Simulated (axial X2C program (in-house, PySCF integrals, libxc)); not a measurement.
# Outer orbitals of TiP⁺ at 2.030 Å, TPSS

Computed with an in-house relativistic program for diatomic molecules. Spin-free means the one-electron spin-free X2C Hamiltonian; two-component (2c) means X2C with spin–orbit coupling and atomic mean-field two-electron Coulomb and Gaunt terms, so the difference of the two also holds small scalar two-electron terms. Basis: Ti dyall-cv3z [10s10p6d4f2g], P dyall-v3z [8s7p2d1f] (cores contracted in-house); Gaussian nuclei, density fitting, unrestricted open shells. Masses: Ti 47.948 u, P 30.974 u.

The distance is close to the 2c PBE0 minimum; the highest filled and lowest empty levels are listed.

Spin-free orbitals, state M_S = 0, Λ = 0 (closed shell) (Löwdin shares):

```tsv
symmetry	occupied	ε (eV)	atomic character
σα	yes	-18.45	61% P s, 13% Ti p, 12% Ti d
π-α	yes	-11.24	53% Ti d, 38% P p, 4% Ti p
π+α	yes	-11.24	53% Ti d, 38% P p, 4% Ti p
σα	yes	-10.97	54% P p, 30% Ti d, 7% Ti s
δ+α	no	-9.90	99% Ti d
δ-α	no	-9.90	99% Ti d
σα	no	-9.13	46% Ti s, 42% Ti d, 9% P p
π-α	no	-8.22	45% Ti d, 29% P p, 19% Ti p
π+α	no	-8.22	45% Ti d, 29% P p, 19% Ti p
```

One partner of each degenerate Kramers or spin pair is listed.

Spinors with spin–orbit coupling (state Ω = 0):

```
  ω  occupied  ε (eV)             atomic character  λ mixture
1/2       yes  -18.45  61% P s, 13% Ti p, 12% Ti d     100% σ
1/2       yes  -11.25   53% Ti d, 38% P p, 4% Ti p     100% π
3/2       yes  -11.23   53% Ti d, 38% P p, 4% Ti p     100% π
1/2       yes  -10.96   54% P p, 30% Ti d, 7% Ti s     100% σ
3/2        no   -9.92                     99% Ti d     100% δ
5/2        no   -9.89                     99% Ti d     100% δ
1/2        no   -9.13   46% Ti s, 42% Ti d, 9% P p     100% σ
1/2        no   -8.23  45% Ti d, 29% P p, 19% Ti p     100% π
```

One partner of each degenerate Kramers or spin pair is listed.

Mulliken charges and populations of the two-component result (they depend on the basis, above all on diffuse functions):

Ti 0.84 e (s 6.26 p 12.17 d 2.70 f 0.03), P 0.16 e (s 5.84 p 8.91 d 0.08 f 0.01).

One determinant describes the state; a PBE0 search over occupations chose it and may have missed a lower one.
